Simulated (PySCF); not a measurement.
Bonds (- single, = double, # triple, : aromatic): Si1-O2 1.623 Å, O2-C3 1.357 Å, C3=C4 1.311 Å, C4-C5 1.465 Å, C5-C6 1.515 Å, C6-C4 1.466 Å. Si1 carries H7, H8, H9; C3 carries H10; C5 carries H11, H12; C6 carries H13, H14.

Level of theory: σ from GIAO-PBE0/pcSseg-1, geometry from GFN2-xTB, in PySCF 2.14.0 with density-fitted response routines (rapidly exchanging positions averaged, non-relativistic, isolated molecule, one computed conformer).

References, each an isolated molecule treated in the same way: TMS for ¹³C (σref 186.93), ¹H (σref 31.72), ²⁹Si (σref 349.16); H2O for ¹⁷O (σref 336.08).

```json
{"atoms": "C4", "nucleus": "¹³C", "count": "1", "δ (ppm)": "108.1"}
{"atoms": "H11/H12", "nucleus": "¹H", "count": "2", "δ (ppm)": "1.22"}
{"atoms": "C5", "nucleus": "¹³C", "count": "1", "δ (ppm)": "4.9"}
{"atoms": "H13/H14", "nucleus": "¹H", "count": "2", "δ (ppm)": "1.21"}
{"atoms": "H7/H8/H9", "nucleus": "¹H", "count": "3", "δ (ppm)": "5.03"}
{"atoms": "Si1", "nucleus": "²⁹Si", "count": "1", "δ (ppm)": "?"}
{"atoms": "C6", "nucleus": "¹³C", "count": "1", "δ (ppm)": "?"}
{"atoms": "C3", "nucleus": "¹³C", "count": "1", "δ (ppm)": "?"}
{"atoms": "H10", "nucleus": "¹H", "count": "1", "δ (ppm)": "6.91"}
{"atoms": "O2", "nucleus": "¹⁷O", "count": "1", "δ (ppm)": "82.5"}
```

Estimate the values marked ?.

Answers


- C3: 137.7 ppm, alkene carbon bearing oxygen; an sp2 carbon further deshielded by the attached heteroatom
- C6: 5.6 ppm, three-membered-ring carbon; carbons of three-membered rings are unusually shielded
- Si1: -39.1 ppm, silicon bonded to O, 3 H

Shifts are as computed. Against solution values, carbons near 30 ppm lie about +3 ppm off and those near 130 ppm about +5 ppm. Of 1211 compounds with measured shifts, 218 miss one by over three times the rms of a fit or turn the order of signals round; such compounds aren't used in these exercises. Experimental scales use liquid or dissolved standards, which lie at an offset from isolated H2O (liquid H2O: subtract about 36 ppm).
